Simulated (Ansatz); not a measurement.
A run for Ansatz (an electronic-structure program): R-wB97X-V/def2-TZVPPD on C4H6 (SMILES C=CC=C). The basis file is the Basis Set Exchange's JSON of that set.

Ansatz 0.2 input:
```yaml
crystal:
  periodic: [false, false, false]
  atoms:
    - {symbol: C, position_ang: [1.70934288, 0.20891322, -0.65536749]}
    - {symbol: C, position_ang: [0.69295274, -0.18312084, 0.11451293]}
    - {symbol: C, position_ang: [-0.69295273, 0.18312084, -0.11451293]}
    - {symbol: C, position_ang: [-1.70934288, -0.20891322, 0.65536749]}
    - {symbol: H, position_ang: [1.54878301, 0.84188043, -1.52050905]}
    - {symbol: H, position_ang: [2.72835320, -0.08811391, -0.44760879]}
    - {symbol: H, position_ang: [0.88742534, -0.81770498, 0.97488024]}
    - {symbol: H, position_ang: [-0.88742534, 0.81770498, -0.97488024]}
    - {symbol: H, position_ang: [-2.72835320, 0.08811392, 0.44760878]}
    - {symbol: H, position_ang: [-1.54878302, -0.84188043, 1.52050905]}
basis:
  gaussian:
    orbitals: def2-TZVPPD.json
hamiltonian:
  xc: {name: wB97X-V}
scf: {lower_state_search: off}
```

The log:

```
WARN ansatz: RAYON_NUM_THREADS=4 ignored (pool sized by the plan → 4); use --threads N
Functional definition: wB97X-V
these checks for a lower state are left out or cut short: stability, starts, cluster_reference, orbital_swaps, neighbouring_geometries, increment
integrals: 0.17 GiB planned
1050 factors; their error is unknown
integrals: 0.21 GiB planned
344 factors; integrals over basis functions are off by at most 1.6e-5 eV
mean field: 1.82 GiB planned
mean field evaluation 1: about -4241.3769 eV, gradient 3.9e1 eV
mean field evaluation 2: about -4243.6693 eV, gradient 2.3e1 eV
mean field evaluation 4: about -4244.9233 eV, gradient 1.8e0 eV
mean field evaluation 8: about -4244.9415 eV, gradient 3.1e-2 eV
mean field evaluation 16: about -4244.9193 eV, gradient 6.1e-5 eV
mean field -4244.91926067 eV, -155.9979055199 hartree, gradient 3.0e-6 eV, S^2 0.000000; 0 other end points of the search recorded, 0 dependent functions left out
reference -4244.91925874 eV, -155.9979054490 hartree; 15, 15 occupied and 235, 235 virtual orbitals, 1050 factors
Total energy: -4244.91925874 eV, -155.9979054490 hartree
Checks for a lower state left out: stability, starts, cluster_reference, orbital_swaps, neighbouring_geometries, increment
```

Self-consistency was reached.

Cost: very roughly 6 core-seconds.
